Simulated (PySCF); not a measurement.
# Field gradients at the hydrogen positions

Species: C6H8F2S.
SMILES with atom numbers: `[F:1][CH:2]([F:3])[C@@H:4]1[CH2:5][CH2:6][C:7](=[S:8])[CH2:9]1` (hydrogens: H10 on C2; H11 on C4; H12, H13 on C5; H14, H15 on C6; H16, H17 on C9)

Cartesian coordinates in Å at the GFN2-xTB level; atoms count from 1:
```xyz
17
C6H8F2S angstrom
F      2.3769   -1.2798    0.7183
C      1.7035   -0.1209    0.5156
F      2.6351    0.7965    0.1580
C      0.6611   -0.2954   -0.5855
C     -0.1051    1.0119   -0.8305
C     -1.2247    1.0069    0.2132
C     -1.4643   -0.4358    0.5334
S     -2.6659   -1.0006    1.4561
C     -0.4213   -1.2794   -0.1309
H      1.2791    0.1902    1.4824
H      1.1892   -0.6371   -1.4782
H     -0.5306    0.9917   -1.8339
H      0.5415    1.8843   -0.7512
H     -2.1382    1.4884   -0.1374
H     -0.9271    1.5296    1.1263
H     -0.0448   -2.0618    0.5291
H     -0.8714   -1.7767   -0.9946
```

Level: PBE0/pcSseg-1 (PySCF, non-relativistic); Q(2H) = 0.00286 b; rigid geometry, the same for H and D, with no vibrational averaging.

Task: Rank these positions by the coupling χzz of a deuteron there, largest first.
A. H10 (methine hydrogen)
B. H12 (methylene hydrogen)
C. H11 (methine hydrogen)

Result: B (206 kHz), C (201 kHz), A (180 kHz).

Task: Tabulate Vzz, the asymmetry η and χzz = 234.96 MHz × Q × Vzz for every hydrogen position.

Result: 
| atom | bonded to | bond length (Å) | Vzz (au) | η | χzz (kHz) |
| --- | --- | --- | --- | --- | --- |
| H10 | C2 | 1.101 | 0.2675 | 0.03 | 180 |
| H11 | C4 | 1.092 | 0.2991 | 0.03 | 201 |
| H12 | C5 | 1.090 | 0.3059 | 0.01 | 206 |
| H13 | C5 | 1.089 | 0.3066 | 0.00 | 206 |
| H14 | C6 | 1.091 | 0.3063 | 0.01 | 206 |
| H15 | C6 | 1.093 | 0.3022 | 0.01 | 203 |
| H16 | C9 | 1.091 | 0.3020 | 0.01 | 203 |
| H17 | C9 | 1.094 | 0.3023 | 0.01 | 203 |

Task: How does χzz go with the bond length over the 8 C–H bonds?

Result: A straight-line fit has a slope of -21.9 kHz for each 0.01 Å, with a correlation coefficient of -0.94, over lengths from 1.089 to 1.101 Å. The longer bonds have the smaller couplings here.

Task: A static deuteron (I = 1) shows a doublet split by (3/2)χ, (3/4)χ(1 + η) and (3/4)χ(1 − η) with the field along z, y and x of the gradient. What are these for H10?

Result: With |χ| = 179.8 kHz and η = 0.027: 270, 139 and 131 kHz, to first order and without motion.

One conformer (not necessarily the lowest) at the GFN2-xTB geometry, without solvent, vibrations or thermal averaging. GFN2-xTB bond lengths can be off by several hundredths of an ångström, more for odd bonds, and the gradients follow them. These gradients aren't converged with respect to the basis.

The run behind these numbers computed NMR shieldings as well. Time: 54 s; peak memory 0.89 GiB. Hardware: one thread, Intel Xeon (x86_64), no GPU, on a shared host.
